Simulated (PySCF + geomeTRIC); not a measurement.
Calculation: BP86-D3(BJ)/def2-SVP (PySCF + geomeTRIC). fastk is a local helper that only speeds up exchange builds. No frequencies were computed at this level.

```python
import json, numpy as np
from pyscf import gto, dft
from fastk import lowrank_exchange
atoms = """
Hf    -0.018208     0.055565    -0.178204
Cl    -0.364862    -2.159610    -0.099024
Cl     1.028465     0.659389     1.720886
Cl    -2.093419     0.903942    -0.109455
O      1.126767     0.720603    -1.446918
H      1.938435     1.215754    -1.296436
"""
def scf(charge, spin, dm0=None):
    mol = gto.M(atom=atoms, basis='def2-svp', ecp={'Hf': 'def2-svp'}, charge=charge, spin=spin, verbose=3, max_memory=3360)
    mf = dft.KS(mol, xc='bp86').density_fit(auxbasis="def2-universal-jkfit")
    mf.disp = 'd3bj'
    mf.grids.level = 3
    mf.conv_tol = 1e-8
    mf.max_cycle = 120
    mf.level_shift = 0.25
    mf.kernel(dm0)
    if not mf.converged:
        mf = mf.newton().run(mf.mo_coeff, mf.mo_occ).undo_soscf()
    return mf
mf = scf(0, 0)
from pyscf.geomopt.geometric_solver import kernel as optimize
path = []
done, mol = optimize(mf, maxsteps=120, assert_convergence=False, callback=lambda env: path.append((env["energy"], bool(env["g_scanner"].converged))))
res = dict(converged=bool(done and path[-1][1]), energy=path[-1][0], path=[e for e, c in path], xyz=mol.atom_coords(unit="Angstrom").tolist(), nao=mol.nao)
json.dump(res, open("result.json", "w"))
```

Output:

```
converged SCF energy = -1504.47147802064
Geometry optimization cycle 1
converged SCF energy = -1504.4714780186
cycle 1: E = -1504.47147802  dE = -1504.47  norm(grad) = 0.106468
Geometry optimization cycle 2
converged SCF energy = -1504.49277273318
cycle 2: E = -1504.49277273  dE = -0.0212947  norm(grad) = 0.0207717
Geometry optimization cycle 3
converged SCF energy = -1504.49510057264
cycle 3: E = -1504.49510057  dE = -0.00232784  norm(grad) = 0.0073354
Geometry optimization cycle 4
converged SCF energy = -1504.49638524049
cycle 4: E = -1504.49638524  dE = -0.00128467  norm(grad) = 0.00932879
Geometry optimization cycle 5
converged SCF energy = -1504.49688422437
cycle 5: E = -1504.49688422  dE = -0.000498984  norm(grad) = 0.00806858
Geometry optimization cycle 6
converged SCF energy = -1504.49732299471
cycle 6: E = -1504.49732299  dE = -0.00043877  norm(grad) = 0.00606661
Geometry optimization cycle 7
converged SCF energy = -1504.49784628259
cycle 7: E = -1504.49784628  dE = -0.000523288  norm(grad) = 0.00618537
Geometry optimization cycle 8
converged SCF energy = -1504.4983065962
cycle 8: E = -1504.4983066  dE = -0.000460314  norm(grad) = 0.00628259
Geometry optimization cycle 9
converged SCF energy = -1504.49855982973
cycle 9: E = -1504.49855983  dE = -0.000253234  norm(grad) = 0.00345076
Geometry optimization cycle 10
converged SCF energy = -1504.49863225192
cycle 10: E = -1504.49863225  dE = -7.24222e-05  norm(grad) = 0.00098932
Geometry optimization cycle 11
converged SCF energy = -1504.49864633771
cycle 11: E = -1504.49864634  dE = -1.40858e-05  norm(grad) = 0.000719358
Geometry optimization cycle 12
converged SCF energy = -1504.49865090733
cycle 12: E = -1504.49865091  dE = -4.56962e-06  norm(grad) = 0.000648536
Geometry optimization cycle 13
converged SCF energy = -1504.49864100791
cycle 13: E = -1504.49864101  dE = 9.89942e-06  norm(grad) = 0.0020465
Geometry optimization cycle 14
converged SCF energy = -1504.49864315927
cycle 14: E = -1504.49864316  dE = -2.15136e-06  norm(grad) = 0.000770279
Geometry optimization cycle 15
converged SCF energy = -1504.49864426475
cycle 15: E = -1504.49864426  dE = -1.10548e-06  norm(grad) = 0.000314118
Geometry optimization cycle 16
converged SCF energy = -1504.4986456494
cycle 16: E = -1504.49864565  dE = -1.38465e-06  norm(grad) = 0.00054247
Geometry optimization cycle 17
converged SCF energy = -1504.49864749753
cycle 17: E = -1504.4986475  dE = -1.84813e-06  norm(grad) = 0.00070412
Geometry optimization cycle 18
converged SCF energy = -1504.49864930392
cycle 18: E = -1504.4986493  dE = -1.8064e-06  norm(grad) = 0.000571636
Geometry optimization cycle 19
converged SCF energy = -1504.49865100866
cycle 19: E = -1504.49865101  dE = -1.70474e-06  norm(grad) = 0.000289919
Geometry optimization cycle 20
converged SCF energy = -1504.49865260016
cycle 20: E = -1504.4986526  dE = -1.59149e-06  norm(grad) = 0.000254252
Geometry optimization cycle 21
converged SCF energy = -1504.49865395874
cycle 21: E = -1504.49865396  dE = -1.35858e-06  norm(grad) = 0.000255628
Geometry optimization cycle 22
converged SCF energy = -1504.49865507819
cycle 22: E = -1504.49865508  dE = -1.11945e-06  norm(grad) = 0.000179076
Geometry optimization cycle 23
converged SCF energy = -1504.49865616924
cycle 23: E = -1504.49865617  dE = -1.09105e-06  norm(grad) = 0.000150242
Geometry optimization cycle 24
converged SCF energy = -1504.49865720459
cycle 24: E = -1504.4986572  dE = -1.03534e-06  norm(grad) = 0.000237021
Geometry optimization cycle 25
converged SCF energy = -1504.49865787319
cycle 25: E = -1504.49865787  dE = -6.68606e-07  norm(grad) = 0.000270385
<class 'geometric.internal.Distance'> : 5
<class 'geometric.internal.Angle'> : 7
<class 'geometric.internal.Dihedral'> : 3
<class 'geometric.internal.TranslationX'> : 1
<class 'geometric.internal.TranslationY'> : 1
<class 'geometric.internal.TranslationZ'> : 1
<class 'geometric.internal.RotationA'> : 1
<class 'geometric.internal.RotationB'> : 1
<class 'geometric.internal.RotationC'> : 1
Step    0 : Gradient = 4.347e-02/6.233e-02 (rms/max) Energy = -1504.4714780186
Step    1 : Displace = 1.009e-01/1.300e-01 (rms/max) Trust = 1.000e-01 (=) Grad = 8.480e-03/9.681e-03 (rms/max) E (change) = -1504.4927727332 (-2.129e-02) Quality = 0.770
Step    2 : Displace = 5.871e-02/7.682e-02 (rms/max) Trust = 1.414e-01 (+) Grad = 2.995e-03/4.568e-03 (rms/max) E (change) = -1504.4951005726 (-2.328e-03) Quality = 1.386
Step    3 : Displace = 7.801e-02/9.973e-02 (rms/max) Trust = 2.000e-01 (+) Grad = 3.808e-03/5.601e-03 (rms/max) E (change) = -1504.4963852405 (-1.285e-03) Quality = 1.306
Step    4 : Displace = 4.874e-02/7.121e-02 (rms/max) Trust = 2.828e-01 (+) Grad = 3.294e-03/5.492e-03 (rms/max) E (change) = -1504.4968842244 (-4.990e-04) Quality = 1.410
Step    5 : Displace = 4.136e-02/7.002e-02 (rms/max) Trust = 3.000e-01 (+) Grad = 2.477e-03/4.453e-03 (rms/max) E (change) = -1504.4973229947 (-4.388e-04) Quality = 1.495
Step    6 : Displace = 5.080e-02/9.140e-02 (rms/max) Trust = 3.000e-01 (=) Grad = 2.525e-03/3.140e-03 (rms/max) E (change) = -1504.4978462826 (-5.233e-04) Quality = 1.468
Step    7 : Displace = 5.274e-02/9.294e-02 (rms/max) Trust = 3.000e-01 (=) Grad = 2.565e-03/3.479e-03 (rms/max) E (change) = -1504.4983065962 (-4.603e-04) Quality = 1.400
Step    8 : Displace = 3.316e-02/5.189e-02 (rms/max) Trust = 3.000e-01 (=) Grad = 1.409e-03/1.835e-03 (rms/max) E (change) = -1504.4985598297 (-2.532e-04) Quality = 1.299
Step    9 : Displace = 1.444e-02/1.812e-02 (rms/max) Trust = 3.000e-01 (=) Grad = 4.039e-04/7.297e-04 (rms/max) E (change) = -1504.4986322519 (-7.242e-05) Quality = 1.158
Step   10 : Displace = 6.862e-03/8.378e-03 (rms/max) Trust = 3.000e-01 (=) Grad = 2.937e-04/4.363e-04 (rms/max) E (change) = -1504.4986463377 (-1.409e-05) Quality = -0.430
Step   11 : Displace = 2.192e-03/3.149e-03 (rms/max) Trust = 3.431e-03 (-) Grad = 2.648e-04/4.575e-04 (rms/max) E (change) = -1504.4986509073 (-4.570e-06) Quality = 0.187
Step   12 : Displace = 1.349e-02/2.409e-02 (rms/max) Trust = 1.096e-03 (-) Grad = 8.355e-04/1.508e-03 (rms/max) E (change) = -1504.4986410079 (+9.899e-06) Quality = 0.051
Step   13 : Displace = 5.498e-04/9.673e-04 (rms/max) Trust = 5.481e-04 (-) Grad = 3.145e-04/5.517e-04 (rms/max) E (change) = -1504.4986431593 (-2.151e-06) Quality = 0.993
Step   14 : Displace = 7.337e-04/1.128e-03 (rms/max) Trust = 7.751e-04 (+) Grad = 1.282e-04/2.043e-04 (rms/max) E (change) = -1504.4986442648 (-1.105e-06) Quality = 0.892
Step   15 : Displace = 1.121e-03/1.700e-03 (rms/max) Trust = 1.096e-03 (+) Grad = 2.215e-04/3.793e-04 (rms/max) E (change) = -1504.4986456494 (-1.385e-06) Quality = 0.874
Step   16 : Displace = 1.662e-03/2.603e-03 (rms/max) Trust = 1.550e-03 (+) Grad = 2.875e-04/4.921e-04 (rms/max) E (change) = -1504.4986474975 (-1.848e-06) Quality = 0.740
Step   17 : Displace = 1.559e-03/2.579e-03 (rms/max) Trust = 1.550e-03 (=) Grad = 2.334e-04/3.799e-04 (rms/max) E (change) = -1504.4986493039 (-1.806e-06) Quality = 0.661
Step   18 : Displace = 1.477e-03/2.577e-03 (rms/max) Trust = 1.550e-03 (=) Grad = 1.184e-04/1.629e-04 (rms/max) E (change) = -1504.4986510087 (-1.705e-06) Quality = 0.560
Step   19 : Displace = 1.435e-03/2.525e-03 (rms/max) Trust = 1.550e-03 (=) Grad = 1.038e-04/1.549e-04 (rms/max) E (change) = -1504.4986526002 (-1.591e-06) Quality = 0.500
Step   20 : Displace = 1.431e-03/2.503e-03 (rms/max) Trust = 1.550e-03 (=) Grad = 1.044e-04/1.693e-04 (rms/max) E (change) = -1504.4986539587 (-1.359e-06) Quality = 0.407
Step   21 : Displace = 1.419e-03/2.466e-03 (rms/max) Trust = 1.550e-03 (=) Grad = 7.311e-05/1.021e-04 (rms/max) E (change) = -1504.4986550782 (-1.119e-06) Quality = 0.315
Step   22 : Displace = 1.565e-03/2.723e-03 (rms/max) Trust = 1.550e-03 (=) Grad = 6.134e-05/8.588e-05 (rms/max) E (change) = -1504.4986561692 (-1.091e-06) Quality = 0.252
Step   23 : Displace = 1.580e-03/2.756e-03 (rms/max) Trust = 1.550e-03 (=) Grad = 9.676e-05/1.393e-04 (rms/max) E (change) = -1504.4986572046 (-1.035e-06) Quality = 0.201
Step   24 : Displace = 7.725e-04/1.308e-03 (rms/max) Trust = 7.751e-04 (-) Grad = 9.940e-05/1.773e-04 (rms/max) E (change) = -1504.4986578732 (-6.686e-07) Quality = 0.300
Converged! =D
```

Cost: around 5 core-minutes (rough).
